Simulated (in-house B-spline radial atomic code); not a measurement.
Whole-atom quantities along the 12-electron series, configuration [Ne] 3s2. Breit and QED terms are first order and not part of the total energy; the density at the nucleus is averaged over the nuclear charge. Computed with an all-electron radial atomic-structure program (B-spline basis): Dirac-Hartree-Fock, average of the configuration, finite nuclei.

| ion | Z | E/Z² (Eh) | Σ<r²> (bohr²) | n(0)/Z³ (bohr⁻³) | Lamb diamagnetic shielding (ppm) | repulsion over attraction | Breit energy (eV) | self-energy (eV) | vacuum polarisation (eV) | Dirac less non-relativistic energy (Eh) |
| --- | --- | --- | --- | --- | --- | --- | --- | --- | --- | --- |
| Yb58+ | 70 | -2.0912 | 0.14333 | 2.7762 | 5751.69 | 0.033266 | 298.82 | 305.75 | -52.53 | -620.84 |
| Lu59+ | 71 | ? | ? | ? | ? | ? | ? | ? | ? | ? |
| Hf60+ | 72 | ? | ? | ? | ? | ? | ? | ? | ? | ? |
| Ta61+ | 73 | -2.1106 | 0.12913 | 3.1072 | 6088.83 | 0.031762 | 342.85 | 357.97 | -64.246 | -747.17 |
| W62+ | 74 | -2.1171 | 0.12481 | 3.2288 | 6204.37 | 0.031284 | 358.54 | 376.94 | -68.644 | -793.64 |
| Re63+ | 75 | -2.1238 | 0.12067 | 3.3593 | 6321.62 | 0.030817 | 374.75 | 396.73 | -73.318 | -842.45 |

Question: Fill in the row of Lu59+.

Answer: E/Z² (Eh): -2.0976; Σ<r²> (bohr²): 0.13838; n(0)/Z³ (bohr⁻³): 2.8731; Lamb diamagnetic shielding (ppm): 5862.5; repulsion over attraction: 0.032753; Breit energy (eV): 313; self-energy (eV): 322.41; vacuum polarisation (eV): -56.195; Dirac less non-relativistic energy (Eh): -660.83.

Question: Fill in the row of Hf60+.

Answer: E/Z² (Eh): -2.1041; Σ<r²> (bohr²): 0.13365; n(0)/Z³ (bohr⁻³): 2.9894; Lamb diamagnetic shielding (ppm): 5974.89; repulsion over attraction: 0.032252; Breit energy (eV): 327.68; self-energy (eV): 339.81; vacuum polarisation (eV): -60.102; Dirac less non-relativistic energy (Eh): -702.94.

Question: With what power of Z does the column «vacuum polarisation (eV)» change over this range?

Answer: A fit of the logarithm of its size against log Z from Z = 70 to 75 has slope 4.83.
